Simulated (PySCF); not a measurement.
Si: excitation energy

Si [Ne] 3s2 3p2 (3P) → Si [Ne] 3s1 3p2 4s1 (5P), as a difference of total energies. Calculation: PySCF 2.14, in x2c-TZVPPall with one added diffuse shell each of s, p, d type (6s6p4d1f, 51 functions); the spin-free X2C one-electron Hamiltonian (Gaussian nucleus). Correlated levels: valence: [Ne] frozen; valence and next inner shell: 1s2 frozen. The calculations carry no spin-orbit coupling.

```json
{"method": "UHF", "excitation energy (eV)": "8.616"}
{"method": "LDA", "excitation energy (eV)": "10.171"}
{"method": "PBE", "excitation energy (eV)": "10.097"}
{"method": "PBE0", "excitation energy (eV)": "10.031"}
{"method": "r2SCAN", "excitation energy (eV)": "9.801"}
{"method": "BP86", "excitation energy (eV)": "10.119"}
{"method": "LC-wPBE", "excitation energy (eV)": "10.141"}
{"method": "wB97M-V", "excitation energy (eV)": "10.274"}
{"method": "BLYP", "excitation energy (eV)": "10.407"}
{"method": "MP2 (valence)", "excitation energy (eV)": "9.713"}
{"method": "SCS-MP2 (valence)", "excitation energy (eV)": "10.072"}
{"method": "MP2 (valence and next inner shell)", "excitation energy (eV)": "9.871"}
{"method": "SCS-MP2 (valence and next inner shell)", "excitation energy (eV)": "10.193"}
```

**Question.** How much does correlation contribute at MP2 (valence and next inner shell)?

**Answer.** 9.871 − (8.616) = 1.255 eV, measured against UHF.

The upper state lies above the first ionisation limit, but in LS coupling its spin forbids autoionisation to the ground ion. A Rydberg-like electron needs more diffuse functions than a valence basis has.

The promoted electron is Rydberg-like, and one or two diffuse shells describe it only roughly, which tends to raise the upper state.
